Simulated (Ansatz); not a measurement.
(H2B-mu-NHMe)3 (C3H18B3N3). Charge 0, multiplicity 3. Geometry r2SCAN-D4/def2-SVP, that of the neutral singlet; atoms count from 1.

```xyz
27

B     0.975    0.861    0.614
H     1.375    1.665   -0.211
H     1.495    0.997    1.721
N     1.283   -0.602    0.085
C     2.735   -0.741   -0.153
B     0.491   -1.037   -1.216
H     0.698   -2.231   -1.424
H     0.833   -0.318   -2.137
N    -1.064   -0.823   -0.951
C    -1.673   -1.872   -0.110
B    -1.451    0.656   -0.510
H    -1.161    1.422   -1.411
H    -2.642    0.683   -0.208
N    -0.594    1.035    0.769
C    -0.897    2.424    1.170
H     1.061   -1.265    0.833
H     2.974   -1.769   -0.463
H     3.297   -0.477    0.755
H     3.018   -0.052   -0.959
H    -1.479   -0.911   -1.882
H    -1.257   -1.821    0.909
H    -1.448   -2.871   -0.512
H    -2.760   -1.726   -0.034
H    -0.905    0.448    1.549
H    -0.337    2.689    2.080
H    -1.977    2.545    1.340
H    -0.588    3.092    0.356
```

At PBE0-D4/def2-TZVP a singlet of charge 0 lies 6.91 eV below the triplet at the same geometry.

Problem. Estimate the Mulliken populations from the PBE0/def2-TZVP orbitals of Ansatz.

Solution. 
| atom | charge (e) | spin (α − β) |
| --- | --- | --- |
| B1 | -0.93 | 0.94 |
| H2 | 0.07 | 0.09 |
| H3 | 0.33 | 0.19 |
| N4 | 0.19 | -0.12 |
| C5 | -0.26 | -0.05 |
| B6 | -0.44 | 0.24 |
| H7 | 0.04 | 0.05 |
| H8 | 0.02 | 0.01 |
| N9 | -0.06 | 0.02 |
| C10 | 0.00 | -0.31 |
| B11 | -0.44 | 0.24 |
| H12 | 0.02 | 0.01 |
| H13 | 0.04 | 0.05 |
| N14 | 0.19 | -0.12 |
| C15 | -0.26 | -0.05 |
| H16 | 0.10 | 0.20 |
| H17 | 0.16 | 0.00 |
| H18 | 0.15 | 0.02 |
| H19 | 0.15 | 0.00 |
| H20 | 0.23 | 0.00 |
| H21 | -0.09 | 0.29 |
| H22 | 0.11 | 0.04 |
| H23 | 0.11 | 0.04 |
| H24 | 0.10 | 0.20 |
| H25 | 0.15 | 0.02 |
| H26 | 0.16 | 0.00 |
| H27 | 0.15 | 0.00 |
Mulliken values depend strongly on the basis.

Problem. Where does the spin sit?

Solution. Summed by element: B 1.42, H 1.20, N -0.22, C -0.40, of 2 unpaired in all. Largest on single atoms: B1 0.94, C10 -0.31, H21 0.29.

Problem. And the Mayer bond orders between heavy atoms (over 0.3)?

Solution. B1–N4 0.52 (1.59 Å); B1–B6 0.38 (2.68 Å); B1–B11 0.38 (2.68 Å); B1–N14 0.52 (1.59 Å); N4–C5 0.96 (1.48 Å); N4–B6 0.68 (1.58 Å); B6–N9 0.86 (1.59 Å); N9–C10 0.90 (1.48 Å); N9–B11 0.86 (1.59 Å); B11–N14 0.68 (1.58 Å); N14–C15 0.96 (1.48 Å).
